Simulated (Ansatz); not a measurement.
`C[S][GeH2][CH3]` → `[CH3][GeH]` + CH₃SH at 400 K and 1 bar (germylene formation by 1,1-elimination).

Isolated molecules relaxed with PBE0-D4/def2-TZVP in Ansatz; ΔE leaves out vibrations. CBS: MP2 limit from def2 TZ/QZ plus the TZ coupled-cluster correction, frozen cores. This one scheme is used for every species. For Ge outer-core shells are correlated without core-valence functions, which leaves a few kJ/mol of doubt a bond. Scalar relativity is left out up to krypton. One conformer a species, not always the lowest.

```json
{"species": "`C[S][GeH2][CH3]`", "CCSD(T)/CBS energy (Eh)": "-2554.83183", "H − E (kJ/mol)": "275.4", "S (J/(mol·K))": "400.9"}
{"species": "`[CH3][GeH]`", "CCSD(T)/CBS energy (Eh)": "-2116.52215", "H − E (kJ/mol)": "127.5", "S (J/(mol·K))": "291.3"}
{"species": "CH₃SH", "CCSD(T)/CBS energy (Eh)": "-438.22835", "H − E (kJ/mol)": "138.7", "S (J/(mol·K))": "269.4"}
```

H − E and S are ideal-gas, rigid-rotor, harmonic terms from PBE0-D4/def2-TZVP, for one conformer and one mirror image of each species. 1 Eh = 2625.50 kJ/mol, R = 8.31446 J/(mol·K).

By hand: ΔE, ΔH, ΔS and ΔG.

ΔE = (-2116.52215) + (-438.22835) − (-2554.83183) = 0.08133 Eh = 213.5 kJ/mol. Δ(H − E) = 127.5 + 138.7 − 275.4 = -9.2, so ΔH = 204.3 kJ/mol. ΔS = 291.3 + 269.4 − 400.9 = 159.8 J/(mol·K). ΔG = 204.3 − 400 × (159.8)/1000 = 140.4 kJ/mol.

By hand: the equilibrium constant, and the temperature at which ΔG would vanish if ΔH and ΔS stayed fixed.

log₁₀ K = −ΔG/(RT ln 10) = -18.3. ΔG = 0 at ΔH/ΔS = 1278 K.

The number of gas molecules changes by +1, which sets the sign of ΔS. A doubt of 5 kJ/mol in ΔE shifts log₁₀ K by 0.7 here. Other conformers and mirror images would add mixing entropy, several J/(mol·K) or more a flexible species. Modes under 60 cm⁻¹, often nearly free rotors, make the harmonic entropy too high. These are equilibria of isolated gas molecules and say nothing of rates. Largest T1 diagnostic: 0.011 (customary marks: 0.02 for closed shells, 0.045 for open ones).
